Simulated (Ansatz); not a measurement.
Species: C4H3O2, net charge 0, doublet state. It need not be the lowest isomer of its formula. 
Coordinates optimised at B3LYP-D3(BJ)/def2-TZVP (Ansatz, an electronic-structure program):
```xyz
9

O      1.9006    -0.6054    -0.2355
C      0.7873    -0.1734    -0.1163
C      0.1875     1.1252    -0.3104
C     -1.1596     1.0256    -0.0153
C     -1.3963    -0.2914     0.3514
O     -0.2824    -1.0343     0.3074
H      0.7469     1.9867    -0.6317
H     -1.9036     1.8038    -0.0543
H     -2.3028    -0.7892     0.6544
```
Charge 0, spin multiplicity 2.

Total electronic energies in hartree. Cores are frozen in the correlated levels unless marked. Open shells are spin-unrestricted. Spin-orbit coupling is left out. No relativistic terms. CBS(X,Y): correlation extrapolated as X^-3; Hartree-Fock from the larger set. The bracket is a focal-point correction in the basis named.

The UHF reference is spin-contaminated (<S^2> 0.21 over the pure value in the largest basis). 

```csv
level,program,energy (Eh)
HF/STO-3G,Ansatz,-299.01971
HF/cc-pVTZ,Ansatz,-303.02525
HF/cc-pVQZ,Ansatz,-303.04644
BLYP-D4/def2-TZVPD,Ansatz + dftd4,-304.70326
revPBE-D3(BJ)/def2-TZVPD,Ansatz + dftd3,-304.69665
r2SCAN/def2-TZVPD,Ansatz,-304.60330
PBE0/6-31G*,Ansatz,-304.29684
PBE0/def2-TZVP,Ansatz,-304.41662
PBE0/def2-QZVPP,Ansatz,-304.43359
HSE06-D4/def2-TZVPD,Ansatz + dftd4,-304.40871
HSE06/def2-TZVPD,Ansatz,-304.40326
CAM-B3LYP/def2-TZVPD,Ansatz,-304.62680
wB97M-V/def2-TZVPD,Ansatz,-304.66126
B2GP-PLYP-D3(BJ)/def2-TZVPD,Ansatz + dftd3,-304.46847
B2PLYP/def2-TZVPD,Ansatz,-304.52645
MP2/6-31G*,Ansatz,-303.73044
SCS-MP2/cc-pwCVTZ,Ansatz,-304.06043
CCSD/STO-3G,Ansatz,-299.36393
CCSD/cc-pVDZ,Ansatz,-303.81757
CCSD/cc-pVQZ,Ansatz,-304.18061
CCSD(T)/cc-pVQZ,Ansatz,-304.23789
"RI-MP2/CBS(cc-pVTZ,cc-pVQZ)+[CCSD(T)-MP2]/cc-pVTZ",Ansatz,-304.2976
"CCSD(T)/CBS(cc-pVTZ,cc-pVQZ)",Ansatz,-304.2884
```

Totals of different functionals don't rank their quality; only differences between species are comparable.
